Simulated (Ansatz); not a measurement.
C₂H₂FI (`C=C(F)I`), 6 atoms. Total charge 0; spin multiplicity 1. Correlated methods include outer-core shells of I, which these sets cover unevenly. I takes the def2 core potential. All runs use 2 threads of a server CPU on a shared host. Correlated methods freeze the cores.

Give the basis size and wall time and peak host memory of each of these runs in Ansatz. RKS PBE0-D4/def2-QZVPP energy; RKS ωB97M-V/def2-TZVPP energy and forces; RKS ωB97M-V/def2-SVP energy; RKS BLYP-D4/def2-TZVPP energy; RHF-MP2/def2-QZVPP energy; RHF-CCSD(T)/def2-SVP energy; RHF-CCSD(T)/def2-TZVPP energy; RKS CAM-B3LYP-D4/def2-TZVPP energy; direct RPA on PBE orbitals/def2-TZVPP energy; RKS PBE0-D4/def2-TZVP frequencies; RKS revPBE-D4/def2-TZVPP energy; RKS PBE0-D4/def2-TZVP relaxation (6 steps). (Estimate.)

Ansatz gave: Other jobs shared the machine, so times are rough.

```csv
level,job,functions,wall time,peak host memory (GiB)
RKS revPBE-D4/def2-TZVPP,energy,171,1.3 s,0.19
RKS BLYP-D4/def2-TZVPP,energy,171,1.4 s,0.19
RKS CAM-B3LYP-D4/def2-TZVPP,energy,171,2.5 s,0.4
RKS ωB97M-V/def2-SVP,energy,78,3.2 s,0.23
RHF-CCSD(T)/def2-SVP,energy,78,3.4 s,0.28
direct RPA on PBE orbitals/def2-TZVPP,energy,171,4.5 s,0.36
RKS PBE0-D4/def2-QZVPP,energy,313,4.6 s,0.87
RKS ωB97M-V/def2-TZVPP,energy and forces,171,6.5 s,0.46
RHF-MP2/def2-QZVPP,energy,313,12 s,1.1
RKS PBE0-D4/def2-TZVP,relaxation (6 steps),155,22 s,0.33
RHF-CCSD(T)/def2-TZVPP,energy,171,46 s,1.8
RKS PBE0-D4/def2-TZVP,frequencies,155,62 s,0.36
```
